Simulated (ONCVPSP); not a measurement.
**tantalum: one change to an ONCV potential, before and after**

tantalum (Ta), optimised norm-conserving Vanderbilt (ONCV), made with ONCVPSP 4.0.1 (LDA (Perdew-Zunger), scalar-relativistic). Core [Kr] 4d10 4f14, reference 5s2 5p6 5d3.5 6s1.5. Waves: 5s+6s: rc 2.10 bohr, ncon 5, nbas 8, qcut 7.3 1/bohr, 2 projectors; 5p: rc 1.45 bohr, ncon 5, nbas 10, qcut 4.9 1/bohr, 1 projector; 5d: rc 2.30 bohr, ncon 3, nbas 7, qcut 7.7 1/bohr, 2 projectors, debl 3.4 Ha; f scattering state at 0.1 Ha: rc 2.10 bohr, ncon 4, nbas 7, qcut 6.1 1/bohr, 2 projectors, debl 1.2 Ha. Local part: polynomial inside 1.05 bohr (lpopt 5, dvloc0 4 Ha). Core correction: polynomial model core, fcfact 0.25.

All-electron outer shells of the reference configuration (LDA (Perdew-Zunger), scalar-relativistic, ld1.x):

```json
{"shell": "5s", "level (eV)": "-72.30", "outermost node (bohr)": "0.54", "outermost maximum (bohr)": "0.98"}
{"shell": "5p", "level (eV)": "-38.73", "outermost node (bohr)": "0.58", "outermost maximum (bohr)": "1.13"}
{"shell": "4f", "level (eV)": "-24.03", "outermost node (bohr)": "–", "outermost maximum (bohr)": "0.44"}
{"shell": "6s", "level (eV)": "-5.37", "outermost node (bohr)": "1.32", "outermost maximum (bohr)": "2.78"}
{"shell": "5d", "level (eV)": "-3.27", "outermost node (bohr)": "0.65", "outermost maximum (bohr)": "1.60"}
```

Change: all radii but the core radius scaled by about 1.31 (s 2.74, p 1.90, d 3.00, f 2.74 bohr); local potential polynomial inside 1.38 bohr (lpopt 5, dvloc0 4 Ha).

Cutoffs: the cutoffs (Ha) at which the residual kinetic energy of the hardest occupied pseudo-wave falls to 1 and 0.1 mHa per electron; they do not see the model core or the augmentation charge, which bear on the density cutoff. Errors are all-electron minus pseudo energies relative to the spin-unpolarised reference configuration.

Task: Predict the effect on cutoff, ghosts and configuration errors.

Result: The potential gets softer (133 Ha and 161 Ha → 11 Ha and 14 Ha); the bound ghost in f disappears; of the 4 tests that both files solve, the error grows in 3 and shrinks in 0 by more than 15 % and 0.3 meV (median size 7.1 → 8.7 meV). A larger radius leaves more room for a smooth pseudo-wave, so fewer plane waves are needed. More of the atom is replaced by a form fitted at one configuration, so other configurations suffer.

```tsv
quantity	base	changed
cutoff, loose	133 Ha	11 Ha
cutoff, tight	161 Ha	14 Ha
loose cutoff by channel	s 17 Ha, p 133 Ha, d 13 Ha	s 8.2 Ha, p 10 Ha, d 11 Ha
bound ghosts	f	none
GHOST(+) flags under 300 eV	s at 82.5 eV	none
error for 5s2 5p6 5d3 6s2, meV [ΔE -0.98 eV]	+0.5	+1.3
error for 5s2 5p6 5d3 6s1, meV [ΔE 7.72 eV]	-2.1	-1.8
error for 5s2 5p6 5d3 6s0, meV [ΔE 23.03 eV]	-12	-16
error for 5s2 5p5 5d3 6s2, meV [ΔE 44.21 eV]	-140	-181
rms error of d²Exc/dni dnj with the model core, mHa	0.84	1.38
```

 A true bound ghost makes a file unfit for plane-wave use even where its test errors are small: the radial tests pick states by their node count and pass the ghost by.
